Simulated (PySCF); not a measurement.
# Simulated absorption spectrum

Compound: TiBrF3 (singlet state).
Z-matrix (Å and degrees, PBE0-D3(BJ)/def2-SVP geometry), rows numbered from 1:
```
Ti
Br  1  2.3329
F   1  1.7200  2  110.07
F   1  1.7203  2  110.08  3  -119.91
F   1  1.7203  2  109.97  3   119.91
```

Level of theory: TDDFT B3LYP/def2-SVPD, vertical, gas phase, core orbitals frozen in the response (PySCF 2.14.0, density-fitted response routines). Relativistic effects, spin–orbit coupling among them, are left out although an element past zinc is present.

Each state is given a Gaussian of 0.25 eV full width at half maximum, with ε(max) = 2.175×10⁸ f / Δν̃ (Δν̃ the width in cm⁻¹). The width is an assumption, not a result. The curve ends short of the highest state used, and states not computed would add to its high-energy end.

| E (eV) | ε (L mol⁻¹ cm⁻¹) |
| --- | --- |
| 3.75 | 0 |
| 3.80 | 0 |
| 3.84 | 0 |
| 3.88 | 1 |
| 3.93 | 2 |
| 3.97 | 6 |
| 4.01 | 15 |
| 4.06 | 34 |
| 4.10 | 57 |
| 4.15 | 89 |
| 4.19 | 108 |
| 4.23 | 114 |
| 4.28 | 104 |
| 4.32 | 94 |
| 4.36 | 109 |
| 4.41 | 232 |
| 4.45 | 493 |
| 4.49 | 974 |
| 4.54 | 1906 |
| 4.58 | 2789 |
| 4.63 | 3689 |
| 4.67 | 3948 |
| 4.71 | 3687 |
| 4.76 | 2814 |
| 4.80 | 1972 |
| 4.84 | 1237 |
| 4.89 | 605 |
| 4.93 | 316 |
| 4.98 | 137 |
| 5.02 | 84 |
| 5.06 | 80 |
| 5.11 | 116 |
| 5.15 | 160 |
| 5.19 | 197 |
| 5.24 | 213 |
| 5.28 | 194 |
| 5.32 | 154 |
| 5.37 | 98 |
| 5.41 | 67 |
| 5.46 | 65 |
| 5.50 | 99 |
| 5.54 | 169 |
| 5.59 | 291 |
| 5.63 | 389 |
| 5.67 | 453 |
| 5.72 | 452 |
| 5.76 | 385 |
| 5.80 | 285 |
| 5.85 | 161 |
| 5.89 | 87 |
| 5.94 | 33 |
| 5.98 | 13 |
| 6.02 | 5 |
| 6.07 | 1 |
| 6.11 | 0 |
| 6.15 | 0 |

(1) Locate the maxima and give the states behind the curve.

(2) On this curve, what absorbance would a 10⁻³ mol/L sample give at 222 nm over a 1 cm path?

(3) Coming from long wavelengths, where does ε first pass 100 L mol⁻¹ cm⁻¹?

## Answers

(1) 293 nm (4.23 eV), ε about 110, made up of S2 (50%) and S3 (49%); 266 nm (4.67 eV), ε about 3900, made up of S4 (98%); 237 nm (5.23 eV), ε about 210, made up of S7 (50%) and S8 (50%); 218 nm (5.69 eV), ε about 460, made up of S10 (22%), S11 (22%) and S12 (56%) (ε in L mol⁻¹ cm⁻¹; maxima over ε = 5, shares over 10%). The states used: S1 4.13 eV (f 0.0000); S2 4.22 eV (f 0.0005); S3 4.22 eV (f 0.0005); S4 4.67 eV (f 0.036); S5 4.83 eV (f 0.0010); S6 4.83 eV (f 0.0010); S7 5.23 eV (f 0.0010); S8 5.24 eV (f 0.0010); S9 5.61 eV (f 0.0000); S10 5.68 eV (f 0.0010); S11 5.68 eV (f 0.0009); S12 5.71 eV (f 0.0024); S13 6.75 eV (f 0.0023); S14 6.75 eV (f 0.0023).

(2) 222 nm is 5.585 eV, where ε is about 280 L mol⁻¹ cm⁻¹, so A = ε c l ≈ 0.28 (Beer–Lambert, with the gas-phase spectrum and the assumed width).

(3) At about 297 nm (4.17 eV), 0.04 eV above S1.

The vertical ionisation energy (ΔSCF) is 11.89 eV, 5.14 eV above S14.

On an Arm Neoverse V1 with one thread, shared host, this took 51 s.
